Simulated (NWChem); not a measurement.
System: BH2SeF; SMILES FB[SeH]

The following NWChem deck was run.

```
start job
memory heap 200 mb stack 900 mb global 1100 mb
geometry units angstroms noautosym nocenter noautoz
  B     -0.555311    -1.078953     0.000000
  F      0.316881    -2.070885     0.000000
  H     -1.735866    -1.325088     0.000000
  Se     0.124109     0.730970     0.000000
  H     -1.216667     1.330636     0.000000
end
basis spherical
  B library def2-svpd
  F library def2-svpd
  H library def2-svpd
  Se library def2-svpd
end
dft
  xc xpbe96 cpbe96
  iterations 150
end
property
  response 1 0.0
end
task dft property
```

NWChem printed, in part:

```
             Northwest Computational Chemistry Package (NWChem) 7.3.0
             --------------------------------------------------------

                             Geometry "geometry" -> ""
                             -------------------------

 Output coordinates in angstroms (scale by  1.889725989 to convert to a.u.)

  No.       Tag          Charge          X              Y              Z
 ---- ---------------- ---------- -------------- -------------- --------------
    1 B                    5.0000    -0.55531100    -1.07895300     0.00000000
    2 F                    9.0000     0.31688100    -2.07088500     0.00000000
    3 H                    1.0000    -1.73586600    -1.32508800     0.00000000
    4 Se                  34.0000     0.12410900     0.73097000     0.00000000
    5 H                    1.0000    -1.21666700     1.33063600     0.00000000

 Effective nuclear repulsion energy (a.u.)     147.8633909052

  pbe96 is a nonlocal functional; adding pw91lda local functional.
                              NWChem Property Module
                              ----------------------

                                 NWChem DFT Module
                                 -----------------

 Summary of "ao basis" -> "ao basis" (spherical)
 ------------------------------------------------------------------------------
       Tag                 Description            Shells   Functions and Types
 ---------------- ------------------------------  ------  ---------------------
 B                         def2-svpd                 8       20   4s2p2d
 F                         def2-svpd                 9       23   4s3p2d
 H                         def2-svpd                 4        8   2s2p
 Se                        def2-svpd                15       41   6s5p4d

            General Information
            -------------------
          SCF calculation type: DFT
          Wavefunction type:  closed shell.
          No. of atoms     :     5
          No. of electrons :    50
           Alpha electrons :    25
            Beta electrons :    25
          Charge           :     0
          Spin multiplicity:     1
          Use of symmetry is: off; symmetry adaption is: off
          Maximum number of iterations: 150
          AO basis - number of functions:   100
                     number of shells:    40
          Convergence on energy requested:  1.00D-06
          Convergence on density requested:  1.00D-05
          Convergence on gradient requested:  5.00D-04

              XC Information
              --------------
          PerdewBurkeErnzerhof Exchange Functional  1.000
            Perdew 1991 LDA Correlation Functional  1.000 local
           PerdewBurkeErnz. Correlation Functional  1.000 non-local

             Grid Information
             ----------------
          Grid used for XC integration:  medium
          Radial quadrature: Mura-Knowles
          Angular quadrature: Lebedev.
          Tag              B.-S. Rad. Rad. Pts. Rad. Cut. Ang. Pts.
          ---              ---------- --------- --------- ---------
          B                   0.85       49          11.0       434
          F                   0.50       49          12.0       434
          H                   0.35       45          11.0       434
          Se                  1.15      112          11.0       590
          Grid pruning is: on
          Number of quadrature shells:   300
          Spatial weights used:  Erf1

      Superposition of Atomic Density Guess
      -------------------------------------

 Sum of atomic energies:       -2524.31380197

      Non-variational initial energy
      ------------------------------

 Total energy =   -2525.148530
 1-e energy   =   -3809.282945
 2-e energy   =    1136.271023
 HOMO         =      -0.320231
 LUMO         =       0.024512

   convergence    iter        energy       DeltaE   RMS-Dens  Diis-err
 ---------------- ----- ----------------- --------- --------- ---------
 d= 0,ls=0.0,diis     1  -2526.5631198138 -2.67D+03  1.62D-02  6.52D-01
 d= 0,ls=0.0,diis     2  -2526.4111900251  1.52D-01  9.43D-03  2.40D+00
 d= 0,ls=0.0,diis     3  -2526.6349558157 -2.24D-01  2.08D-03  5.57D-02
 d= 0,ls=0.0,diis     4  -2526.6372786645 -2.32D-03  1.46D-03  1.68D-02
 d= 0,ls=0.0,diis     5  -2526.6389692284 -1.69D-03  5.29D-04  2.04D-03
  Resetting Diis
 d= 0,ls=0.0,diis     6  -2526.6393692824 -4.00D-04  7.44D-05  4.28D-05
 d= 0,ls=0.0,diis     7  -2526.6393768806 -7.60D-06  4.38D-05  2.53D-06
 d= 0,ls=0.0,diis     8  -2526.6393763358  5.45D-07  2.51D-05  6.60D-06
 d= 0,ls=0.0,diis     9  -2526.6393773325 -9.97D-07  3.51D-06  1.47D-07

         Total DFT energy =    -2526.639377332469
      One electron energy =    -3810.396919461897
           Coulomb energy =     1237.773691754487
    Exchange-Corr. energy =     -101.879540530308
 Nuclear repulsion energy =      147.863390905248

 Numeric. integr. density =       50.000004054759

                       DFT Final Molecular Orbital Analysis
                       ------------------------------------

[...]

 DFT Linear Response polarizability / au
 Frequency  =       0.0000000 / au
              X              Y              Z
 -----------------------------------------------
 X      43.1877798      3.6983978     -0.0000007
 Y       3.6984097     55.6908521     -0.0000000
 Z      -0.0000007     -0.0000000     37.9880341
 -----------------------------------------------
 Eigenvalues =      42.1757184     56.7029135     37.9880341
 Isotropic   =      45.6222220
 Anisotropic =      17.0120959
 -----------------------------------------------

 Magnetic Dipole Response Matrix (nonzero elements):

 Exiting AOResponse driver routine
```

Level: PBE/def2-SVPD. The geometry was optimised at PBE0/def2-SVP.
